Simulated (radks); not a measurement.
Mg8+, configuration [He] 2s2 (the NIST ground configuration). Method: scalar-relativistic Kohn-Sham, PBEsol, spin-polarised, spherical densities, finite nucleus; Fermi nuclear charge, rms radius 3.057 fm; computed with a radial shooting solver on a logarithmic mesh with Libxc functionals.

Normalised radial functions P(r) = r R(r), r in bohr:

```
   r/bohr * 1s, o 2s (the largest magnitude, 2.5, reaches the edge; | marks zero, & curves that meet)
  0.01107                             |  o     *
  0.01219                             |  o     *
  0.01342                             |  o      *
  0.01477                             |  o       *
  0.01639                             |   o       *
  0.01804                             |   o        *
  0.01986                             |   o         *
  0.02186                             |    o         *
  0.02406                             |    o          *
   0.0267                             |    o           *
  0.02939                             |     o           *
  0.03235                             |     o            *
  0.03561                             |     o             *
   0.0392                             |     o              *
  0.04349                             |      o               *
  0.04788                             |      o                *
   0.0527                             |      o                 *
  0.05801                             |      o                 *
  0.06386                             |      o                  *
  0.07085                             |      o                   *
  0.07799                             |      o                   *
  0.08585                             |      o                   *
   0.0945                             |      o                   *
    0.104                             |     o                   *
   0.1145                             |    o                    *
   0.1271                             |   o                    *
   0.1399                             |  o                   *
    0.154                             | o                   *
   0.1695                             |o                  *
   0.1865                            o|                 *
    0.207                          o  |               *
   0.2278                        o    |             *
   0.2508                      o      |           *
   0.2761                    o        |         *
   0.3039                   o         |       *
   0.3372                 o           |     *
   0.3712                o            |   *
   0.4086               o             |  *
   0.4497              o              | *
    0.495              o              |*
   0.5493              o              |*
   0.6046               o             |*
   0.6656                o            *
   0.7326                  o          *
   0.8064                   o         *
   0.8877                     o       *
    0.985                       o     *
    1.084                        o    *
    1.193                          o  *
    1.314                           o *
    1.446                            o*
    1.605                            o*
    1.766                             &
    1.944                             &
```

1s: eigenvalue -1569.3 eV, 0 radial nodes, <r> = 0.130 bohr, 90 % of the charge inside 0.232 bohr. 2s: eigenvalue -309.01 eV, 1 radial node at r = 0.176 bohr, <r> = 0.572 bohr, 90 % of the charge inside 0.877 bohr.
